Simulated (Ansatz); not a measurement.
def2 core potentials replace the inner electrons of Sb.

Species: C₃H₇O₂Sb, SMILES `C=C[CH2][Sb]([OH])[OH]` (charge 0, multiplicity 1), formula C$_{3}$H$_{7}$O$_{2}$Sb.

How many basis functions does frozen-core CCSD(T)/def2-TZVPP // B3LYP-D3(BJ)/def2-SVP (Ansatz, a program for electronic structure) use, how many core orbitals are frozen, and how many electrons are correlated?

303 basis functions and 9 frozen orbitals, which leaves 46 correlated electrons (filled d shells below the valence shell are correlated). Core time is of the order of minutes.
